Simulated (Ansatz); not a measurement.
```xyz
12

B    -0.8277   -1.6213   -0.5665
B    -0.5762   -0.2275    0.1105
Si   -1.1778    1.4146    1.0538
Sn    1.6410   -0.2401   -0.5532
H    -0.5811   -2.6485    0.0071
H    -1.1091   -1.6997   -1.7324
H    -1.4921    2.3793   -0.0399
H    -2.3964    1.2123    1.8804
H    -0.1150    2.0092    1.9086
H     2.1443   -1.5555   -1.5157
H     2.5769   -0.2242    0.8752
H     1.9131    1.2014   -1.4279
```

The species carries charge 0 and has multiplicity 1. Sn takes the def2 core potential.

Problem. List the PBE0/def2-TZVPP orbital energies in eV (the Gaussian-basis code of Ansatz). (Best estimate.)

Solution. The calculation gave: Occupied: -1802.58, -185.20, -184.10, -144.96, -140.03, -99.62, -99.60, -99.60, -94.66, -94.64, -94.62, -28.43, -28.41, -28.39, -28.30, -28.28, -16.33, -15.07, -13.90, -11.42, -10.25, -10.06, -9.86, -9.31, -9.23, -8.64, -7.45. Lowest empty: -2.53, -1.27, -0.04, 0.49, 0.84, 1.02, 1.29, 1.34.
